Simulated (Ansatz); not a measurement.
Relaxation of the cluster Li6⁻ with UKS r2SCAN/def2-TZVPD.

```sh
$ ansatz run in.yaml --threads 4 --pin off --events-out ev --progress --plain --max-ram 3916MiB
```

```yaml
crystal:
  periodic: [false, false, false]
  atoms:
    - {symbol: Li, position_ang: [-1.616020, 0.677690, -0.835470]}
    - {symbol: Li, position_ang: [0.099440, 1.813700, 0.690140]}
    - {symbol: Li, position_ang: [-1.089850, -0.561900, 1.387830]}
    - {symbol: Li, position_ang: [1.617470, -0.697980, 0.819720]}
    - {symbol: Li, position_ang: [1.067670, 0.587840, -1.389740]}
    - {symbol: Li, position_ang: [-0.078710, -1.819340, -0.672470]}
basis:
  gaussian: {orbitals: def2-TZVPD}
total_charge: -1
magnetization: {spin_polarized: true, initial_magnetization: 1}
hamiltonian: {xc: r2scan}
scf: {omitted_lower_state_checks: [starts]}
output: {orbitals: {seedname: orbitals}}
relax: {f_tol: 0.02, max_steps: 100}
```

Hardware: 4 threads of Arm Neoverse V2 on a shared host. Wall time 72 s.

Positions (Å) and forces (eV/Å) at steps 1, 2, 4 of 4:

```xyz
6
step=1 energy=-1226.3922 eV
Li   -1.616    0.678   -0.835   -0.562    0.035   -0.442
Li    0.099    1.814    0.690    0.205    0.547    0.406
Li   -1.090   -0.562    1.388   -0.363   -0.199    0.581
Li    1.617   -0.698    0.820    0.602    0.002    0.443
Li    1.068    0.588   -1.390    0.378    0.191   -0.582
Li   -0.079   -1.819   -0.672   -0.259   -0.577   -0.406
6
step=2 energy=-1226.8254 eV
Li   -1.757    0.694   -0.928   -0.114    0.001   -0.059
Li    0.146    1.953    0.773    0.061    0.098    0.059
Li   -1.207   -0.625    1.535   -0.085   -0.058    0.082
Li    1.768   -0.708    0.906    0.118    0.029    0.077
Li    1.186    0.653   -1.537    0.082    0.032   -0.093
Li   -0.136   -1.967   -0.748   -0.062   -0.101   -0.067
6
step=4 energy=-1226.8502 eV
Li   -1.817    0.703   -0.934   -0.004    0.002   -0.002
Li    0.188    1.996    0.785    0.001    0.004    0.001
Li   -1.263   -0.675    1.560   -0.001   -0.003    0.003
Li    1.820   -0.676    0.940    0.001    0.000    0.002
Li    1.235    0.663   -1.580    0.002    0.000   -0.002
Li   -0.163   -2.011   -0.770    0.000   -0.003   -0.002
```

The charge -1 doublet is spin-contaminated (final ⟨S²⟩ up to 1.06, 0.75 for a pure state). The highest occupied level of the charge -1 doublet lies above zero (up to 0.11 eV). The electron is either unbound and held by the finite basis, or the level is raised by self-interaction error. The structure comes from a short search, and lower isomers may exist.
